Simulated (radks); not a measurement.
The numbers below are computed, except where a source is named.
Problem. These are the eigenvalues of the occupied orbitals of an atom or ion with whole-number occupations (hartree). Level of theory: scalar-relativistic Kohn-Sham, PBE, spin-unpolarised, spherical densities, point nucleus (a radial shooting solver on a logarithmic mesh with Libxc functionals).

orbital  eigenvalue
1s        -890.2940
2s        -131.8771
2p        -118.4603
3s        -25.57216
3p        -21.16244
3d        -14.16252
4s         -5.25911
4p         -3.97473
4d         -2.10446

Which element is it, and in what charge state? The configuration may be excited.

Solution. Z = 46, palladium, charge +4: Pd4+ in [Kr] 4d6. The list shows which subshells hold electrons but not how many an open one holds; the 1s level, -890.29 hartree, gives Z - s = 42.2 by -(Z - s)^2/2, which with screening and relativity narrows Z to a few neighbours, and the depths of the outer levels then fix element, charge and occupations together.
